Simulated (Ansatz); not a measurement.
System: CrF, net charge 0, sextet state. The spin state was set by rule; other spins were not relaxed. 
Coordinates optimised at B3LYP-D3(BJ)/def2-TZVP (Ansatz, a first-principles code):
```xyz
2

Cr     0.0000     0.0000    -0.4892
F      0.0000     0.0000     1.3045
```
Charge 0, spin multiplicity 6.

Basis-set convergence of Hartree-Fock and MP2 correlation energies (hartree) with Ansatz. Cores are frozen in the correlated levels unless marked. UHF or UKS for open shells. No spin-orbit coupling. The frozen core is the preceding noble-gas configuration, with the filled d and f shells of earlier blocks. Non-relativistic.

The T1 diagnostic of CCSD in the largest basis is 0.073, which is high, so the coupled-cluster rows are less sure than usual.

```
basis       functions        E(HF)  E(corr, MP2)
----------  ---------  -----------  ------------
def2-SVP           45  -1142.59103      -0.24245
def2-TZVPP         95  -1142.86744      -0.34318
def2-QZVPP        150  -1142.89454      -0.37674
```

Extrapolating the two largest sets (X = 3 and 4) as X^-3: E(corr) = (64·(-0.37674) - 27·(-0.34318))/37 = -0.4012 Eh, an estimate of the basis-set limit. The largest set recovers 93.9 % of it, the smallest 60.4 %.
